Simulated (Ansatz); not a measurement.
Gas-phase electronic energies from Ansatz, PBE0-D4/def2-TZVP geometries. CCSD(T)/CBS is the MP2 limit (def2-TZVPP, def2-QZVPP) plus CCSD(T) − MP2 in def2-TZVPP, frozen cores. This one scheme is used for every species. Functionals use def2-TZVPP. Each species was taken in one conformer, which may not be the lowest.

Consider the silylene formation by 1,1-elimination: `C[SiH](F)[SiH2]Cl` → `F[SiH2]Cl` + `C[SiH]`.

`C[SiH](F)[SiH2]Cl`:

Cartesian coordinates in Å:
```
C 1.665 -0.407 -0.080
Si 0.008 -0.160 -0.879
F -0.436 -1.514 -1.626
Si -1.631 0.386 0.711
Cl -0.944 2.100 1.648
H 2.426 -0.635 -0.830
H 1.638 -1.222 0.646
H 1.962 0.506 0.444
H 0.069 0.913 -1.908
H -2.958 0.693 0.120
H -1.799 -0.659 1.754
```

`F[SiH2]Cl`:

Cartesian coordinates in Å:
```
F -0.702 -0.922 -1.092
Si 0.089 -0.082 0.001
Cl -0.987 1.586 0.452
H 1.383 0.327 -0.577
H 0.217 -0.909 1.216
```

`C[SiH]`:

```xyz
6

C    -0.026    0.487   -0.205
Si   -0.145   -0.643    1.308
H     0.960    0.374   -0.674
H    -0.195    1.541    0.018
H    -0.749    0.162   -0.964
H     0.155   -1.920    0.518
```

```
   level  ΔE (eV)
BHLYP-D4     2.38
 r2SCANh     2.50
```

(1) What does CCSD(T)/CBS give? (An estimate is asked.)

Largest T1 diagnostic among the species: 0.012.

## Answers

(1) The calculation gave: +2.31 eV. The listed levels differ from it by 0.07, 0.19 eV.

At CCSD(T), def2-SVP lies −0.18 eV from the extrapolated value and def2-TZVPP −0.08 eV. The D4 term adds +0.17 eV with B3LYP and +0.10 eV with PBE0; it sums over pairs of atoms, weighted by their polarisabilities, and B3LYP, whose exchange is more repulsive, gets the larger term.

B3LYP here is the variant with VWN-RPA as its local correlation; programs differ in this.
